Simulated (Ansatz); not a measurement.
Geometry optimisation, RKS PBE-D4/def2-SVP (Ansatz).

input.yaml

```yaml
crystal:
  periodic: [false, false, false]
  atoms:
    - { symbol: Si, position_ang: [0.141275, -0.041429, 0.26701] }
    - { symbol: H, position_ang: [0.187679, -0.220879, 1.71191] }
    - { symbol: C, position_ang: [1.987308, 0.004391, 0.19383] }
    - { symbol: H, position_ang: [2.372277, -0.96787, 0.559513] }
    - { symbol: H, position_ang: [2.472151, 0.228727, -0.776618] }
    - { symbol: H, position_ang: [2.305219, 0.780888, 0.91756] }
    - { symbol: F, position_ang: [-0.584705, 1.35064, -0.177091] }
    - { symbol: Cl, position_ang: [-0.777503, -1.57517, -0.757714] }
basis:
  gaussian: { orbitals: def2-SVP }
hamiltonian:
  xc: pbe
  dispersion: d4
relax:
  f_tol: 0.03
  max_steps: 50
```

Command:

```bash
$ ansatz run input.yaml --threads 2 --pin off --max-ram 3072MiB --backend cpu --events-out ev --progress --plain --runs-dir out
```

Question: Where does it end, and by what steps?

Answer: It converged. After 7 steps the energy has fallen by 0.348 eV; H2 moved furthest, 0.48 Å.

```csv
step,energy less start (eV),largest force component (eV/Å),accepted
0,0.0000,1.170,yes
1,-0.2403,0.430,yes
2,-0.3031,0.272,yes
3,-0.2842,1.156,no
4,-0.3407,0.094,yes
5,-0.3451,0.185,yes
6,-0.3474,0.037,yes
7,-0.3475,0.006,yes
```

```xyz
8
Properties=species:S:1:pos:R:3
Si 0.180 -0.047 0.397
H -0.277 -0.262 1.806
C 2.030 0.006 0.191
H 2.484 -0.948 0.525
H 2.295 0.166 -0.873
H 2.466 0.831 0.790
F -0.462 1.369 -0.113
Cl -0.612 -1.556 -0.784
```

Whether the end is a true minimum wasn't checked by a vibrational analysis.

Time of the run: 11 s on 2 threads of Arm Neoverse V2 (shared host), peak memory 0.14 GiB.
